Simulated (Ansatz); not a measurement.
Reaction (ligand exchange at the Al–O bond): `[AlH2][O]B1CC1` + `[SiH3][SeH]` → `[AlH2][Se][SiH3]` + `OB1CC1`

Program: Ansatz. Geometries: PBE0-D4/def2-TZVP. ΔE: electronic, gas phase. CBS: MP2 limit from def2 TZ/QZ plus the TZ coupled-cluster correction, frozen cores. Functionals use def2-TZVPP. For Se outer-core shells are correlated without core-valence functions, which leaves a few kJ/mol of doubt a bond. Scalar relativity is left out up to krypton. Each species was taken in one conformer, which may not be the lowest.

`[AlH2][O]B1CC1`:

Cartesian coordinates in Å:
```
Al 2.694 -0.300 0.626
O 1.061 -0.119 0.249
B -0.219 0.024 -0.050
C -1.488 0.867 0.012
C -1.478 -0.536 -0.701
H 3.041 -0.995 1.997
H 3.737 0.240 -0.425
H -1.619 1.733 -0.630
H -2.071 0.937 0.927
H -2.056 -1.323 -0.225
H -1.603 -0.527 -1.781
```

`[SiH3][SeH]`:

Z-matrix (Å, degrees):
```
Si
Se 1 2.279
H 1 1.484 2 111.4
H 1 1.484 2 111.5 3 -122.1
H 1 1.483 2 104.9 3 119.0
H 2 1.469 1 93.0 3 60.4
```

`[AlH2][Se][SiH3]`:

Cartesian coordinates in Å:
```
Al 0.613 -1.437 1.100
Se 0.755 -0.868 -1.135
Si -0.435 1.069 -0.916
H -0.169 -0.465 2.073
H 1.308 -2.780 1.556
H -0.505 1.675 -2.269
H 0.241 2.007 0.013
H -1.808 0.798 -0.423
```

`OB1CC1`:

```xyz
9

O    -1.666    1.147    0.172
B    -0.544    0.418    0.086
C     0.217   -0.783   -0.457
C     0.902    0.255    0.507
H    -2.390    0.781   -0.345
H     0.056   -1.780   -0.055
H     0.581   -0.803   -1.481
H     1.159   -0.106    1.499
H     1.684    0.871    0.073
```

| level | ΔE (kcal/mol) | difference from CCSD(T)/CBS |
| --- | --- | --- |
| PBE-D4 | 0.5 | -1.9 |
| ωB97M-V | 2.7 | 0.3 |
| B2PLYP | 4.4 | 2.0 |
| r2SCAN | 2.6 | 0.2 |
| PBE0 | 0.8 | -1.6 |
| MP2/def2-TZVPP | 2.2 | -0.2 |
| CCSD/def2-TZVPP | 3.6 | 1.2 |
| CCSD(T)/def2-TZVPP | 2.8 | 0.4 |
| HF/def2-QZVPP | 6.6 | 4.2 |
| MP2/def2-QZVPP | 2.2 | -0.2 |
| CCSD(T)/CBS | 2.4 | 0 |

Largest T1 diagnostic among the species: 0.013.

The D4 term adds −0.9 kcal/mol with B3LYP and −0.5 kcal/mol with PBE0; it sums over pairs of atoms, weighted by their polarisabilities, and B3LYP, whose exchange is more repulsive, gets the larger term. In def2-TZVPP, CCSD(T) changes the Hartree–Fock value by −3.1 kcal/mol (the triples alone add −0.7 kcal/mol) and MP2 by −3.7 kcal/mol.

B3LYP here is the variant with VWN-RPA as its local correlation; programs differ in this.
